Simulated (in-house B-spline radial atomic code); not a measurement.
The titanium ion Ti⁴⁺: [Ne] 3s2 3p5 3d1 (an excited or competing configuration)

Computed with a radial B-spline atomic code at the basis-set limit: non-relativistic B3LYP, spin-polarised, spherical fractional occupations, point nucleus.

Effective charges: Z_r = [3n² - l(l+1)]/(2<r>) from the radius, Z_e = n√(-2ε) from the energy, and Slater's rules. Values are occupation-weighted means over spin.

```json
{"shell": "1s", "electrons": "2", "ε (eV)": "-4926.4", "<r> (bohr)": "0.07017", "Z_r": "21.38", "Z_e": "19.03", "Slater": "21.70"}
{"shell": "2s", "electrons": "2", "ε (eV)": "-599.3", "<r> (bohr)": "0.3269", "Z_r": "18.35", "Z_e": "13.27", "Slater": "17.85"}
{"shell": "2p", "electrons": "6", "ε (eV)": "-509.98", "<r> (bohr)": "0.2903", "Z_r": "17.22", "Z_e": "12.24", "Slater": "17.85"}
{"shell": "3s", "electrons": "2", "ε (eV)": "-117.15", "<r> (bohr)": "0.9792", "Z_r": "13.79", "Z_e": "8.80", "Slater": "11.10"}
{"shell": "3p", "electrons": "5", "ε (eV)": "-92.257", "<r> (bohr)": "1.027", "Z_r": "12.17", "Z_e": "7.81", "Slater": "11.10"}
{"shell": "3d", "electrons": "1", "ε (eV)": "-53.315", "<r> (bohr)": "1.147", "Z_r": "9.15", "Z_e": "5.94", "Slater": "5.00"}
```

The least bound orbital is 3d up at -53.32 eV, and it is also the most diffuse (<r> = 1.147 bohr).

Caution: exact exchange at fractional occupations of open shells leaves self-interaction of up to several eV.
